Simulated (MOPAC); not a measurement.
MOPAC input (PM7):

```
PM7 1SCF UHF MS=0.5 GEO-OK AUX(PRECISION=9) THREADS=1
BO2

B     0.00000000 1    0.00000000 1    0.00000000 1
O    -0.00000000 1   -0.00000000 1   -1.26121000 1
O     0.00000000 1    0.00000000 1    1.26121000 1
```

Output:

```
 *******************************************************************************
 **                                                                           **
 **                              MOPAC v23.2.5                                **
 **                                                                           **
 *******************************************************************************
 ** MOPAC's Digital Object Identifier: https://doi.org/10.5281/zenodo.6511958 **
 **                                                                           **
 ** Please cite the open-source release paper for use of this MOPAC version:  **
 ** J. E. Moussa and J. J. P. Stewart (2026)                                  **
 ** MOPAC: An open-source semiempirical molecular orbital program             **
 ** J. Open Source Softw., 11(119), 8025, https://doi.org/10.21105/joss.08025 **
 *******************************************************************************

                              PM7 CALCULATION RESULTS

 *******************************************************************************
 *  PM7        - The PM7 Hamiltonian to be used
 *  GEO-OK     - OVERRIDE INTERATOMIC DISTANCE AND OTHER SAFETY CHECKS
 *  UHF        - UNRESTRICTED HARTREE-FOCK CALCULATION
 *  MS=        - IN MECI, MAGNETIC COMPONENT OF SPIN =  0.5
 *  1SCF       - DO 1 SCF AND THEN STOP
 *  AUX        - OUTPUT AUXILIARY INFORMATION
 *******************************************************************************
PM7 1SCF UHF MS=0.5 GEO-OK AUX(PRECISION=9) THREADS=1
 BO2

   ATOM   CHEMICAL          X               Y               Z
  NUMBER   SYMBOL      (ANGSTROMS)     (ANGSTROMS)     (ANGSTROMS)

     1       B          0.00000000  *   0.00000000  *   0.00000000  *
     2       O         -0.00000000  *  -0.00000000  *  -1.26121000  *
     3       O          0.00000000  *   0.00000000  *   1.26121000  *

          CARTESIAN COORDINATES

    NO.       ATOM           X           Y           Z

     1         B          0.0000      0.0000      0.0000
     2         O         -0.0000     -0.0000     -1.2612
     3         O          0.0000      0.0000      1.2612

 General Reference for PM7:
 "Optimization of Parameters for Semiempirical Methods VI: More Modifications to the
 NDDO Approximations and Re-optimization of Parameters", J. J. P. Stewart, J. Mol. Mod., 1:32, 19 (2013)
 https://link.springer.com/article/10.1007/s00894-012-1667-x

           Empirical Formula: O2 B  =     3 atoms

      MOLECULAR POINT GROUP   :   D*h

          UHF CALCULATION, NO. OF ALPHA ELECTRONS =    8
                           NO. OF BETA  ELECTRONS =    7

 -------------------------------------------------------------------------------
 PM7 1SCF UHF MS=0.5 GEO-OK AUX(PRECISION=9) THREADS=1
 BO2

     1SCF WAS SPECIFIED, SO BFGS WAS NOT USED
     SCF FIELD WAS ACHIEVED

                              PM7 CALCULATION
                                                       MOPAC v23.2.5 Linux

          FINAL HEAT OF FORMATION =        -71.44277 KCAL/MOL =    -298.91654 KJ/MOL

          COSMO AREA              =         68.95 SQUARE ANGSTROMS
          COSMO VOLUME            =         50.61 CUBIC ANGSTROMS

          IONIZATION POTENTIAL    =         11.404367 EV
          ALPHA SOMO LUMO (EV)    =        -12.199 -0.537
          BETA  SOMO LUMO (EV)    =        -11.404 -3.651
          NO. OF ALPHA ELECTRONS  =          8
          NO. OF BETA  ELECTRONS  =          7
          MOLECULAR WEIGHT        =         42.8088         POINT GROUP:  D*h

          MOLECULAR DIMENSIONS (Angstroms)

            Atom       Atom       Distance
            O     3    O     2     2.52242
            O     3    O     2     0.00000
            B     1    O     2     0.00000

          SCF CALCULATIONS        =          1

   ATOM   CHEMICAL          X               Y               Z
  NUMBER   SYMBOL      (ANGSTROMS)     (ANGSTROMS)     (ANGSTROMS)

     1       B          0.00000000  *   0.00000000  *   0.00000000  *
     2       O         -0.00000000  *  -0.00000000  *  -1.26121000  *
     3       O          0.00000000  *   0.00000000  *   1.26121000  *

                             CARTESIAN COORDINATES

   1    B        0.000000000     0.000000000     0.000000000
   2    O       -0.000000000    -0.000000000    -1.261210000
   3    O        0.000000000     0.000000000     1.261210000

           Empirical Formula: O2 B  =     3 atoms

      MOLECULAR POINT GROUP   :   D*h

          ALPHA EIGENVALUES
 -32.39204 -29.90763 -16.05315 -15.78630 -14.89889 -14.38096 -13.38090 -12.19910
  -0.53650  -0.12013   3.49182   3.77843

           BETA EIGENVALUES
 -29.73380 -27.03427 -15.35187 -14.33731 -13.54116 -12.92760 -11.40437  -3.65097
   0.19445   1.00619   4.02500   4.21284

              NET ATOMIC CHARGES AND DIPOLE CONTRIBUTIONS

  ATOM NO.   TYPE          CHARGE      No. of ELECS.   s-Pop       p-Pop
    1          B           0.425690        2.5743     0.63524     1.93907
    2          O          -0.212845        6.2128     1.86294     4.34990
    3          O          -0.212845        6.2128     1.86294     4.34990
 DIPOLE           X         Y         Z       TOTAL
 POINT-CHG.     0.000     0.000     0.000     0.000
 HYBRID        -0.000     0.000    -0.000     0.000
 SUM           -0.000     0.000     0.000     0.000

          ATOMIC ORBITAL ELECTRON POPULATIONS

     Atom    s        px        py        pz
    1  B   0.63524   0.57929   0.68630   0.67347
    2  O   1.86294   1.71035   1.15685   1.48270
    3  O   1.86294   1.71035   1.15685   1.48270

                    (SZ)    =    0.500000
                    (S**2)  =    0.810184

          ATOMIC ORBITAL SPIN POPULATIONS

    Atom   Total    s     px     py     pz
         Atomic
    1  B -0.3090 -0.030 -0.032 -0.224 -0.023
    2  O  0.6545  0.017  0.016  0.612  0.009
    3  O  0.6545  0.017  0.016  0.612  0.009

 **********************
 *                    *
 * JOB ENDED NORMALLY *
 *                    *
 **********************

 == MOPAC DONE ==
```

The geometry given is a B3LYP-D3(BJ)/def2-TZVP minimum.
